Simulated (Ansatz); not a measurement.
Consider the isomerisation: `N[Si]([SiH3])(Cl)Cl` → `[SiH3]N[SiH](Cl)Cl`.

Program: Ansatz. Geometries: PBE0-D4/def2-TZVP. ΔE: electronic, gas phase. CCSD(T)/CBS adds triple-zeta CCSD(T) − MP2 to the extrapolated MP2 energy (def2 sets, frozen cores). Functionals use def2-TZVPP. Each species was taken in one conformer, which may not be the lowest.

`N[Si]([SiH3])(Cl)Cl`:

Z-matrix (Å, degrees):
```
Si
Si 1 2.332
Cl 1 2.052 2 111.4
N 1 1.698 2 112.0 3 118.4
Cl 1 2.069 2 107.0 3 -116.0
H 2 1.484 1 109.3 3 66.1
H 2 1.485 1 110.0 3 -54.8
H 2 1.488 1 108.7 3 -174.4
H 4 1.008 1 120.1 2 55.4
H 4 1.008 1 120.1 2 -158.3
```

`[SiH3]N[SiH](Cl)Cl`:

Z-matrix (Å, degrees):
```
Si
N 1 1.736
H 1 1.486 2 110.6
H 1 1.486 2 111.5 3 -120.4
H 1 1.483 2 106.7 3 119.8
Si 2 1.697 1 128.0 3 -126.1
H 2 1.012 1 116.2 3 59.2
Cl 6 2.049 2 112.6 1 -104.2
Cl 6 2.045 2 110.1 1 137.3
H 6 1.471 2 109.5 1 16.2
```

CCSD(T)/CBS gives -56.0 kJ/mol.

Q: Another level gave -52.6 kJ/mol. Which?
A. RPA@PBE/def2-TZVPP
B. ωB97X-V/def2-TZVPP
C. HF/def2-TZVPP
D. r2SCAN-D4/def2-TZVPP

A: B. ωB97X-V -52.6, RPA@PBE/def2-TZVPP -60.2, r2SCAN-D4 -47.9, HF/def2-TZVPP -73.1 kJ/mol.

Largest T1 diagnostic among the species: 0.011.

In def2-TZVPP, CCSD(T) changes the Hartree–Fock value by +15.3 kJ/mol (the triples alone add +2.4 kJ/mol) and MP2 by +9.3 kJ/mol. Leaving LDA and LC-ωPBE aside and taking each functional with its dispersion term where it has one, the values, not all of them listed here, spread over 25.9 kJ/mol, from BHLYP-D4 to PBE-D4.

CCSD(T)/CBS has its own doubt, a few kJ/mol and more with outer-core shells, so smaller differences from it don't rank the levels.
